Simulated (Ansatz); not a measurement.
The cluster AgI₂. The state is a doublet with charge 0. Geometry PBE0-D4/def2-TZVP; atoms count from 1.

```xyz
3

Ag    0.001    0.000    0.000
I     1.924    1.185   -1.232
I    -1.925   -1.185    1.231
```

In the def2 sets Ag, I take a core potential; there is no spin–orbit coupling. The structure comes from a short search, and lower isomers may exist.

Q: Estimate the Mulliken populations from the PBE0/def2-TZVP orbitals of Ansatz.

A: 
```tsv
atom	charge (e)	spin (α − β)	d electrons
Ag1	0.23	0.04	9.83
I2	-0.11	0.48	–
I3	-0.11	0.48	–
```
Mulliken values and Mayer orders depend strongly on the basis.

Q: Where does the spin sit?

A: Summed by element: Ag 0.04, I 0.96, of 1 unpaired in all. Largest on single atoms: I3 0.48, I2 0.48, Ag1 0.04.

Q: And the Mayer bond orders between bonded heavy atoms (over 0.3)?

A: Ag1–I2 0.85 (2.57 Å); Ag1–I3 0.85 (2.57 Å). Values over 0.3 also appear between atoms too far apart for a bond (I2–I3 0.43 at 5.15 Å); they arise where an orbital or an unpaired electron spreads over both atoms.
